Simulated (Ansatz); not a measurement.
```yaml
crystal:
  periodic: [false, false, false]
  atoms:
    - {symbol: Al, position_ang: [1.967004, -1.520881, -0.204774]}
    - {symbol: Al, position_ang: [-0.803834, -2.083954, 0.392641]}
    - {symbol: Al, position_ang: [2.082531, 1.352411, -0.263821]}
    - {symbol: Al, position_ang: [-2.439047, 0.090363, -0.218541]}
    - {symbol: Al, position_ang: [-0.636905, 2.158438, 0.286471]}
    - {symbol: As, position_ang: [3.170631, -0.158422, -1.634811]}
    - {symbol: As, position_ang: [-3.020265, -2.160851, -0.251879]}
    - {symbol: As, position_ang: [-2.829182, 2.376113, -0.403820]}
    - {symbol: As, position_ang: [1.135813, -3.111811, 1.212801]}
    - {symbol: As, position_ang: [1.373254, 3.058584, 1.085723]}
basis:
  gaussian: {orbitals: def2-TZVPD, initial_orbitals: start.molden}
total_charge: -1
magnetization: {spin_polarized: true, initial_magnetization: 1}
hamiltonian: {xc: pbe0, dispersion: d4}
scf: {omitted_lower_state_checks: [starts]}
output: {forces: true, orbitals: {seedname: orbitals}}
```

The file start.molden holds the orbitals of an earlier run on this structure, at another level or in another basis.

```sh
$ ansatz run in.yaml --threads 4 --pin off --events-out ev --progress --plain --max-ram 6963MiB
```

(1) Does this run fit into the memory that it is given?

Results:

(1) No. It has 485 basis functions, and Ansatz plans for 10 GiB where 7 GiB are given.
